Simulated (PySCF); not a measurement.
C₃H₂F₃, SMILES C(C=[CH])(F)(F)F, multiplicity 2.

Geometry optimised at PBE0-D3(BJ)/def2-SVP. The isomer is the one that the SMILES or the coordinates give; other isomers of the formula were not compared.

The numbers are results of SMD-B3LYP/def2-SVP (PySCF), not measurements.

Solvation free energies are E(SMD) − E(gas) at the gas-phase geometry, for 1 M in both phases. In vacuum the dipole moment is 2.45 D.

| solvent | ΔG(solv) (kcal/mol) | its non-electrostatic (CDS) part | dipole (D) |
|---|---|---|---|
| water | 1.4 | 5.2 | 2.97 |
| ethanol | -1.6 | 2.0 | 2.95 |
| dichloromethane | -2.2 | 1.0 | 2.90 |
